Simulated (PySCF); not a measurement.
A run for PySCF: U-HF/LANL2DZ on C2H5Ga (SMILES C=[CH][GaH2]), a point of a bond scan (R = 3.479 Å).

```python
from pyscf import gto, scf, dft, mp
from pyscf.data.elements import chemcore

mol = gto.M(
    atom='''
    Ga   -0.08715066    0.10104622    0.73305918
    H    -0.76539925    1.51896569    0.78932898
    H     0.22794711   -0.70697670    2.04227001
    C     0.34544064   -0.60894069   -1.04139596
    C     0.07372601    0.08545312   -2.14907111
    H     0.81534456   -1.58265613   -1.15772427
    H     0.80854447   -1.10130560   -5.33547527
    H    -0.39457853    1.06456870   -2.11108447
    ''',
    basis='lanl2dz',
    ecp={'Ga': 'lanl2dz'},
    charge=0, spin=0, verbose=3, max_memory=1800)
mf = scf.UHF(mol)
mf.conv_tol = 1e-8
mf.max_cycle = 100
mf.init_guess_breaksym = True
mf.kernel()
if not mf.converged:
    mf = mf.newton().run(mf.mo_coeff, mf.mo_occ)
for _ in range(4):
    mo, _, stable, _ = mf.stability(return_status=True)
    if stable:
        break
    mf.kernel(mf.make_rdm1(mo, mf.mo_occ))
```

The log:

```
converged SCF energy = -80.2324391479672  <S^2> = 1.2636053e-06  2S+1 = 1.0000025
<class 'pyscf.scf.uhf.UHF'> wavefunction has an internal instability
converged SCF energy = -80.4020863145112  <S^2> = 1.2519205  2S+1 = 2.4510573
<class 'pyscf.scf.uhf.UHF'> wavefunction is stable in the internal stability analysis
```

The run converged. Its determinant has ⟨S²⟩ = 1.25, a mixture of spin states.

Cost: very roughly 1.5 core-seconds.
